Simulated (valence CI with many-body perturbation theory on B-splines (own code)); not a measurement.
Forbidden lines of Sm XLI

Calculated by configuration interaction combined with many-body perturbation theory (CI+MBPT): four valence electrons over a frozen Dirac-Fock core [Ar], a basis of 7 s, 7 p, 8 d, 6 f, 4 g, 1 h functions for each j, with the one-electron correlation potential Σ1 (screened to all orders), the two-electron term Σ2, the three-electron term Σ3, Breit, model QED; selected single and double excitations, second order for the rest, scaled by the run's own slope (own B-spline code, finite nucleus).

No measured spectrum was set against this ion. As an estimate, large intervals hold to a few tenths of a per cent, small ones and those within an open d or f shell to about a per cent. Only levels of the ground parity were solved; by the run's estimate the other parity begins above the list, which can be wrong where configurations are misplaced.

Lines 51 to 100 of 120 in falling wavelength, among levels below 1334900 cm⁻¹, chosen from the decays that carry over 1 % of a level's rate. Wavelengths and rates use the calculated energies. S is in atomic units (e²a₀⁴ for E2 and M2, e²a₀⁶ for E3), for M1 in squared Bohr magnetons. Weak lines are less certain than strong ones. Lines between different terms over intervals too small for the method are left out, as are lines whose strength nearly cancels. The highest levels of a list are the least certain.

Levels are named by their leading jj configuration (3d3/2^4 stands for four electrons in 3d with j = 3/2), which in mixed levels can hold well under half, so a name can repeat and another be missing. Letters in brackets count levels of one name in rising energy.

```csv
λ vac (nm),Upper,Lower,Type,A (s⁻¹),S (a.u.)
39.08,(3d3/2^2 3d5/2^2) J=4 [b],(3d3/2^3 3d5/2) J=3,M1,4.08e+04,8.12e-01
38.99,(3d3/2 3d5/2^3) J=2 [a],(3d3/2^2 3d5/2^2) J=2 [b],M1,1.10e+05,1.21e+00
38.85,(3d3/2 3d5/2^3) J=4 [a],(3d3/2^2 3d5/2^2) J=3 [a],M1,1.23e+05,2.40e+00
38.55,(3d3/2 3d5/2^3) J=3 [c],(3d3/2^2 3d5/2^2) J=4 [c],M1,1.19e+05,1.77e+00
38.48,(3d3/2^2 3d5/2^2) J=3 [b],(3d3/2^3 3d5/2) J=3,M1,2.29e+04,3.38e-01
38.48,(3d3/2 3d5/2^3) J=5,(3d3/2^2 3d5/2^2) J=5,M1,8.49e+04,1.97e+00
38.08,(3d3/2 3d5/2^3) J=2 [a],(3d3/2^2 3d5/2^2) J=3 [b],M1,1.51e+05,1.55e+00
37.60,(3d3/2^2 3d5/2^2) J=2 [b],(3d3/2^3 3d5/2) J=3,M1,9.93e+02,9.79e-03
37.54,(3d3/2^2 3d5/2^2) J=2 [d],(3d3/2^2 3d5/2^2) J=3 [a],M1,3.58e+03,3.51e-02
37.41,(3d3/2 3d5/2^3) J=6,(3d3/2^2 3d5/2^2) J=5,M1,1.40e+05,3.52e+00
37.40,(3d3/2 3d5/2^3) J=3 [a],(3d3/2^2 3d5/2^2) J=2 [a],M1,3.28e+05,4.45e+00
37.40,(3d5/2^4) J=4,(3d3/2 3d5/2^3) J=5,M1,1.14e+05,1.99e+00
37.30,(3d3/2 3d5/2^3) J=0,(3d3/2^2 3d5/2^2) J=1,M1,2.50e+05,4.81e-01
37.25,(3d3/2 3d5/2^3) J=3 [b],(3d3/2^2 3d5/2^2) J=2 [b],M1,6.86e+04,9.20e-01
37.20,(3d3/2 3d5/2^3) J=4 [b],(3d3/2^2 3d5/2^2) J=4 [c],M1,1.34e+05,2.30e+00
36.86,(3d3/2^2 3d5/2^2) J=2 [a],(3d3/2^3 3d5/2) J=1,M1,3.21e+05,2.98e+00
36.76,(3d3/2 3d5/2^3) J=4 [a],(3d3/2^2 3d5/2^2) J=4 [a],M1,3.15e+05,5.22e+00
36.42,(3d3/2 3d5/2^3) J=3 [b],(3d3/2^2 3d5/2^2) J=3 [b],M1,1.44e+05,1.80e+00
35.90,(3d3/2 3d5/2^3) J=3 [b],(3d3/2^2 3d5/2^2) J=4 [b],M1,5.09e+04,6.12e-01
35.72,(3d3/2^2 3d5/2^2) J=2 [d],(3d3/2^2 3d5/2^2) J=2 [a],M1,1.52e+03,1.28e-02
35.40,(3d3/2 3d5/2^3) J=3 [c],(3d3/2^2 3d5/2^2) J=2 [c],M1,9.42e+04,1.08e+00
35.33,(3d3/2^2 3d5/2^2) J=4 [b],(3d3/2^3 3d5/2) J=4,M1,1.54e+03,2.26e-02
34.90,(3d3/2^2 3d5/2^2) J=3 [b],(3d3/2^3 3d5/2) J=2,M1,7.73e+03,8.53e-02
34.89,(3d3/2 3d5/2^3) J=1 [b],(3d3/2^2 3d5/2^2) J=2 [c],M1,1.37e+05,6.47e-01
34.84,(3d3/2^2 3d5/2^2) J=3 [b],(3d3/2^3 3d5/2) J=4,M1,1.42e+05,1.56e+00
34.17,(3d3/2^2 3d5/2^2) J=2 [b],(3d3/2^3 3d5/2) J=2,M1,3.98e+04,2.95e-01
34.12,(3d5/2^4) J=2,(3d3/2 3d5/2^3) J=2 [a],M1,2.18e+05,1.60e+00
33.79,(3d3/2 3d5/2^3) J=2 [a],(3d3/2^2 3d5/2^2) J=1,M1,8.79e+04,6.28e-01
33.62,(3d5/2^4) J=4,(3d3/2 3d5/2^3) J=4 [a],M1,3.39e+05,4.30e+00
33.36,(3d3/2 3d5/2^3) J=1 [a],(3d3/2^2 3d5/2^2) J=2 [a],M1,2.99e+05,1.24e+00
33.22,(3d5/2^4) J=4,(3d3/2 3d5/2^3) J=3 [a],M1,2.78e+05,3.40e+00
33.11,(3d3/2 3d5/2^3) J=5,(3d3/2^2 3d5/2^2) J=4 [a],M1,4.67e+04,6.91e-01
31.59,(3d3/2 3d5/2^3) J=2 [b],(3d3/2^2 3d5/2^2) J=2 [c],M1,1.30e+05,7.57e-01
31.39,(3d3/2 3d5/2^3) J=1 [a],(3d3/2^2 3d5/2^2) J=0 [a],M1,3.05e+05,1.05e+00
29.17,(3d3/2^2 3d5/2^2) J=2 [c],(3d3/2^3 3d5/2) J=3,M1,3.18e+05,1.46e+00
29.04,(3d3/2 3d5/2^3) J=2 [a],(3d3/2^2 3d5/2^2) J=3 [a],M1,1.60e+05,7.28e-01
28.46,(3d5/2^4) J=2,(3d3/2 3d5/2^3) J=1 [a],M1,3.20e+05,1.37e+00
28.06,(3d3/2 3d5/2^3) J=3 [b],(3d3/2^2 3d5/2^2) J=3 [a],M1,4.18e+04,2.40e-01
27.51,(3d3/2 3d5/2^3) J=1 [b],(3d3/2^2 3d5/2^2) J=2 [b],M1,1.05e+04,2.43e-02
27.33,(3d3/2^2 3d5/2^2) J=4 [c],(3d3/2^3 3d5/2) J=3,M1,8.97e+04,6.11e-01
27.25,(3d5/2^4) J=4,(3d3/2^2 3d5/2^2) J=4 [c],M1,9.13e+04,6.16e-01
27.07,(3d3/2 3d5/2^3) J=3 [c],(3d3/2^2 3d5/2^2) J=4 [b],M1,1.52e+04,7.83e-02
27.06,(3d3/2^2 3d5/2^2) J=2 [c],(3d3/2^3 3d5/2) J=2,M1,7.73e+04,2.84e-01
27.03,(3d3/2 3d5/2^3) J=3 [b],(3d3/2^2 3d5/2^2) J=2 [a],M1,1.10e+04,5.65e-02
26.96,(3d3/2 3d5/2^3) J=3 [b],(3d3/2^2 3d5/2^2) J=4 [a],M1,5.60e+04,2.85e-01
26.83,(3d3/2^2 3d5/2^2) J=2 [b],(3d3/2^3 3d5/2) J=1,M1,2.14e+04,7.66e-02
26.68,(3d3/2 3d5/2^3) J=4 [b],(3d3/2^2 3d5/2^2) J=3 [b],M1,1.09e+05,6.89e-01
26.06,(3d5/2^4) J=2,(3d3/2 3d5/2^3) J=3 [a],M1,2.06e+05,6.75e-01
25.61,(3d3/2^2 3d5/2^2) J=0 [b],(3d3/2^2 3d5/2^2) J=1,M1,1.34e+05,8.33e-02
25.42,(3d3/2 3d5/2^3) J=2 [b],(3d3/2^2 3d5/2^2) J=2 [b],M1,1.48e+04,4.50e-02
```
